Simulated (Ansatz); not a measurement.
`O[SiH2]N[SiH](O)O` at its PBE0-D4/def2-TZVP geometry, where that method's forces vanish. The species carries charge 0 and has multiplicity 1.

```csv
atom,x (Å),y (Å),z (Å)
O1,-0.375,1.721,-1.217
Si2,-0.811,0.143,-1.498
N3,-0.655,-0.701,-0.020
Si4,0.678,-0.662,1.065
O5,-0.012,-0.592,2.552
O6,1.624,0.603,0.652
H7,-0.077,2.222,-1.978
H8,0.087,-0.369,-2.568
H9,-2.225,0.032,-1.937
H10,-1.502,-1.115,0.344
H11,1.572,-1.840,1.014
H12,0.545,-0.804,3.302
H13,1.151,1.362,0.290
```

Q: For each bond, give half the difference of the two atoms' forces along it (eV/Å; positive pushes the atoms apart) under PBE-D4, r2SCAN-D4, B3LYP-D4, ωB97M-V in def2-TZVPP. (Estimate.)

A: Computed: 
```
   bond  length (Å)  PBE-D4  r2SCAN-D4  B3LYP-D4  ωB97M-V
 O1–Si2       1.661    0.29       0.04      0.16     0.15
  O1–H7       0.959    0.34       0.03     -0.02    -0.06
 Si2–N3       1.709    0.07       0.02      0.08     0.06
 Si2–H8       1.487   -0.02      -0.04     -0.12    -0.16
 Si2–H9       1.485    0.00      -0.03     -0.15    -0.17
 N3–Si4       1.719    0.05       0.01      0.06     0.04
 N3–H10       1.010    0.15       0.01     -0.04    -0.03
 Si4–O5       1.641    0.23       0.04      0.10     0.10
 Si4–O6       1.633    0.24       0.05      0.12     0.11
Si4–H11       1.480   -0.07      -0.06     -0.18    -0.21
 O5–H12       0.958    0.33       0.01     -0.02    -0.06
 O6–H13       0.965    0.35       0.00     -0.04    -0.09
```

B3LYP here is the variant with VWN-RPA as its local correlation; programs differ in this.
